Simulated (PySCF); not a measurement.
C4H9O, multiplicity 2. Atoms are numbered in the order given.

```xyz
14

C      2.3625    -0.2523    -0.0189
C      0.9019    -0.3587    -0.4378
C      0.0056     0.6963     0.2398
C     -1.4346     0.5823    -0.1005
O     -2.0359    -0.5540     0.3795
H      2.9845    -1.0164    -0.5114
H      2.7821     0.7350    -0.2755
H      2.4739    -0.3830     1.0704
H      0.5041    -1.3581    -0.1902
H      0.8131    -0.2554    -1.5349
H      0.1222     0.6008     1.3371
H      0.3580     1.7085    -0.0272
H     -1.8222     0.9876    -1.0470
H     -2.9407    -0.5917     0.0463
```
Charge 0, spin multiplicity 2.

Geometry optimised at r2SCAN-D4/def2-SVP. The isomer is the one that the SMILES or the coordinates give; other isomers of the formula were not compared. One conformer was computed; it need not be the lowest.

Computed with PBE/def2-TZVP run with PySCF.

ESP charges are fitted to the potential on shells at 1.4 to 2.0 van der Waals radii. Atomic charges (e):

| atom | meta-Löwdin | Mulliken | ESP fit | Löwdin | Mulliken spin |
|---|---|---|---|---|---|
| C1 | -0.34 | -0.34 | -0.56 | -0.33 | 0.01 |
| C2 | -0.19 | -0.17 | ? | -0.30 | 0.03 |
| C3 | -0.21 | -0.16 | -0.02 | -0.31 | -0.03 |
| C4 | -0.03 | -0.10 | -0.32 | -0.34 | 0.86 |
| O5 | -0.44 | -0.34 | ? | 0.06 | 0.14 |
| H6 | 0.11 | 0.12 | 0.13 | 0.12 | 0.00 |
| H7 | 0.11 | 0.11 | 0.12 | 0.12 | 0.00 |
| H8 | 0.11 | 0.11 | 0.12 | 0.12 | 0.00 |
| H9 | 0.11 | 0.11 | ? | 0.14 | 0.00 |
| H10 | 0.10 | 0.08 | ? | 0.13 | 0.01 |
| H11 | 0.11 | 0.09 | ? | 0.15 | 0.02 |
| H12 | 0.11 | 0.09 | ? | 0.15 | 0.00 |
| H13 | 0.09 | 0.10 | 0.15 | 0.11 | -0.02 |
| H14 | 0.35 | 0.31 | ? | 0.18 | 0.00 |

Q: Complete the blanks. (An estimate is asked for; the answer gives what the named calculation found.)

A: 
- C2, ESP fit: 0.32
- O5, ESP fit: -0.42
- H9, ESP fit: -0.01
- H10, ESP fit: -0.03
- H11, ESP fit: 0.09
- H12, ESP fit: 0.04
- H14, ESP fit: 0.41

Q: Give the Mayer and Wiberg (Löwdin basis) orders of the bonds. (The exact figures need the calculation; the answer reports its results.)

A: 
| bond | Mayer | Wiberg |
|---|---|---|
| C1–C2 | 1.01 | 1.31 |
| C2–C3 | 0.98 | 1.19 |
| C3–C4 | 1.10 | 1.40 |
| C4–O5 | 1.21 | 1.80 |
| C1–H6 | 0.97 | 0.91 |
| C1–H7 | 0.97 | 0.90 |
| C1–H8 | 0.97 | 0.90 |
| C2–H9 | 0.95 | 0.84 |
| C2–H10 | 0.95 | 0.85 |
| C3–H11 | 0.93 | 0.82 |
| C3–H12 | 0.95 | 0.83 |
| C4–H13 | 0.94 | 0.90 |
| O5–H14 | 0.89 | 1.00 |
